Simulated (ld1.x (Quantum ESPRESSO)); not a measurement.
Before and after: TM potential for Bi (Z = 83)

| Property | Result |
| --- | --- |
| Element | bismuth |
| Generator | ld1.x (Quantum ESPRESSO) 7.5 |
| Type | norm-conserving Troullier–Martins (Kleinman–Bylander form) |
| Functional | LDA (PZ) |
| Relativity | scalar-relativistic |
| Frozen core | [Xe] 4f14 5d10 |
| Valence charge | 5 |
| Reference configuration | 6s2 6p3 |
| Partial waves | 6s (bound): rc 1.45 bohr; 6p (bound): rc 2.20 bohr; 6d channel at 0.25 Ry: rc 2.00 bohr |
| Local potential | all-electron potential smoothed inside 1.25 bohr (lloc = -1) |
| Core correction | a·sin(br)/r model core inside 0.90 bohr |

All-electron outer shells of the reference configuration (LDA (PZ), scalar-relativistic, ld1.x):

| shell | level (eV) | outermost node (bohr) | outermost maximum (bohr) |
| --- | --- | --- | --- |
| 5p | -95.96 | 0.48 | 0.86 |
| 5d | -27.18 | 0.51 | 1.03 |
| 6s | -14.76 | 0.98 | 1.86 |
| 6p | -4.77 | 1.14 | 2.44 |

Change: wave 6p (bound): rc 2.20 bohr becomes 6p (bound): rc 1.60 bohr.

Cutoffs: the cutoffs (Ry, on a coarse ladder) from which the occupation-weighted sum of valence levels, in a spherical-Bessel basis at the reference potential, stays within 10 and 1 mRy of its value at 400 Ry; they do not see the model core or the augmentation charge, which bear on the density cutoff. Errors are all-electron minus pseudo energies relative to the spin-unpolarised reference configuration.

Problem. What does the change do?

Solution. The potential gets harder (45 Ry and 160 Ry → 100 Ry and 160 Ry); both files keep a bound ghost (d, p, s); of the 9 tests that both files solve, the error grows in 6 and shrinks in 1 by more than 15 % and 0.3 meV (median size 43.5 → 27.8 meV). A smaller radius makes the pseudo-wave follow the all-electron one further in, where it bends more sharply, so more plane waves are needed.

```csv
quantity,base,changed
"cutoff, loose",45 Ry,100 Ry
"cutoff, tight",160 Ry,160 Ry
loose cutoff by channel (10 mRy a level),"s 40 Ry, p 18 Ry","s 40 Ry, p 80 Ry"
bound ghosts,"d, s, p","d, s, p"
"error for 6s2 6p2, meV [ΔE 8.15 eV]",-12,-16
"error for 6s2 6p1, meV [ΔE 23.72 eV]",-71,-94
"error for 6s2 6p0, meV [ΔE 47.43 eV]",-246,-299
"error for 6s2 6p3.3, meV [ΔE -1.15 eV]",+0.3,0.0
"error for 6s1 6p4, meV [ΔE 10.18 eV]",-44,-28
"error for 6s1 6p3, meV [ΔE 19.05 eV]",-76,-78
"error for 6s1 6p0, meV [ΔE 93.35 eV]",-840,-996
"error for 6s2 6p3 (spin-polarised), meV [ΔE -1.02 eV]",-5.0,-11
"error for 6s2 6p2 (spin-polarised), meV [ΔE 7.60 eV]",-17,-23
```

Base: These tests converged, but a pseudo level misses the all-electron one widely, so the file describes the atom poorly there or has found another state: 6s1 6p0: empty 6p by 4.2 eV (a node warning on the way). A true bound ghost makes a file unfit for plane-wave use even where its test errors are small: the radial tests pick states by their node count and pass the ghost by.
